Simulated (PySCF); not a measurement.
Complete the spectrum of CH10O2Si3

CH₁₀O₂Si₃.
SMILES: `C[SiH2]O[SiH2]O[SiH3]`

Method used: PySCF, TDDFT CAM-B3LYP/def2-SVPD, vertical, gas phase, core orbitals frozen in the response. Geometry: PBE0-D3(BJ)/def2-SVP, one conformer, isolated molecule. Torsions of this conformer, `[CH3:1][SiH2:2][O:3][SiH2:4][O:5][SiH3:6]`: C1–Si2–O3–Si4 -116°, Si2–O3–Si4–O5 5°, O3–Si4–O5–Si6 1°.

Orbital energies (eV): HOMO-3 -10.76, HOMO-2 -10.26, HOMO-1 -10.08, HOMO -9.67, LUMO 0.86, LUMO+1 1.17, LUMO+2 1.43.

Lowest singlets, with some entries withheld (?).

```json
{"state": "S1", "λ (nm)": "168.2", "f": "0.0044", "main configurations (H = HOMO, L = LUMO)": "H→L (66%), H-2→L (14%)"}
{"state": "S2", "λ (nm)": "161.8", "f": "0.0041", "main configurations (H = HOMO, L = LUMO)": "H→L+3 (29%), H→L+2 (28%), H-2→L (15%)"}
{"state": "S3", "λ (nm)": "161.1", "f": "0.0028", "main configurations (H = HOMO, L = LUMO)": "H-1→L (64%), H-3→L (12%), H-1→L+1 (9%)"}
{"state": "S4", "λ (nm)": "153.3", "f": "0.010", "main configurations (H = HOMO, L = LUMO)": "H-1→L+2 (27%), H-3→L (20%), H-1→L+3 (16%)"}
{"state": "S5", "λ (nm)": "153.0", "f": "0.0032", "main configurations (H = HOMO, L = LUMO)": "H-2→L (28%), H→L+3 (13%), H→L+8 (11%)"}
{"state": "S6", "λ (nm)": "?", "f": "0.053", "main configurations (H = HOMO, L = LUMO)": "H→L+1 (43%), H-2→L+2 (22%)"}
{"state": "S7", "λ (nm)": "?", "f": "0.100", "main configurations (H = HOMO, L = LUMO)": "H-2→L+1 (22%), H→L+2 (15%), H→L+6 (13%)"}
{"state": "S8", "λ (nm)": "?", "f": "0.026", "main configurations (H = HOMO, L = LUMO)": "H-1→L+1 (48%), H-1→L (12%), H-1→L+2 (11%)"}
{"state": "S9", "λ (nm)": "?", "f": "0.083", "main configurations (H = HOMO, L = LUMO)": "H→L+4 (40%), H→L+6 (11%)"}
{"state": "S10", "λ (nm)": "?", "f": "0.019", "main configurations (H = HOMO, L = LUMO)": "H-1→L+3 (29%), H-1→L+2 (17%), H-3→L+1 (9%)"}
```

Task: Supply the missing values.

Result: 
- S6: λ = 151.3 nm
- S7: λ = 148.8 nm
- S8: λ = 147.3 nm
- S9: λ = 146.6 nm
- S10: λ = 143.4 nm

Task: How far apart are S2 and S4, in eV and cm⁻¹?

Result: 8.086 − 7.665 = 0.421 eV, or about 3400 cm⁻¹.

Task: What is the vertical ionisation energy by ΔSCF at this level?

Result: 10.41 eV; −ε(HOMO) is 9.67 eV.

Task: What is the mean static polarisability from the same response equations?

Result: 95.4 au (14.13 Å³), with principal values 88.8, 93.7 and 103.6 au.
